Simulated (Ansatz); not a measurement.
`F[C@@H]1[C@@H](F)CC(F)(F)C1(F)F`, relaxed with RKS PBE0-D4/def2-TZVP in the Gaussian-basis code of Ansatz from a PBE-D4/def2-SVP geometry. The force threshold is 0.005 eV/Å; the program also tests the step.

Charge 0, multiplicity 1.

Start:

```xyz
15

F     1.484   -0.859   -1.833
C     0.739   -0.818   -0.671
C     1.245    0.259    0.299
C     0.027    0.517    1.172
F    -0.178   -0.542    2.019
F     0.097    1.646    1.915
C    -1.144    0.538    0.147
F    -1.169    1.786   -0.419
F    -2.341    0.283    0.705
C    -0.746   -0.495   -0.944
F    -1.534   -1.619   -0.880
H     0.764   -1.820   -0.189
H     2.130   -0.044    0.888
H     1.477    1.184   -0.266
H    -0.852   -0.016   -1.942
```

```tsv
step	energy (eV)	largest force (eV/Å)	largest move (Å)
1	-21539.1829	0.706	0.000
2	-21539.2399	0.299	0.022
3	-21539.2472	0.033	0.016
4	-21539.2474	0.017	0.005
5	-21539.2477	0.015	0.019
6	-21539.2480	0.023	0.034
7	-21539.2481	0.017	0.017
8	-21539.2482	0.009	0.018
9	-21539.2482	0.005	0.003
10	-21539.2482	0.001	0.001
```

End:

```xyz
15

F     1.455   -0.756   -1.850
C     0.738   -0.799   -0.679
C     1.237    0.244    0.314
C     0.018    0.514    1.163
F    -0.204   -0.523    2.007
F     0.090    1.632    1.896
C    -1.134    0.545    0.136
F    -1.126    1.766   -0.451
F    -2.331    0.342    0.681
C    -0.748   -0.506   -0.923
F    -1.502   -1.636   -0.792
H     0.816   -1.811   -0.272
H     2.086   -0.088    0.910
H     1.504    1.160   -0.219
H    -0.900   -0.085   -1.920
```

Run time 37 s (4 threads of an AMD EPYC 7R13 on a shared host and a share of an NVIDIA H100 80 GB); peak host memory 1 GiB.
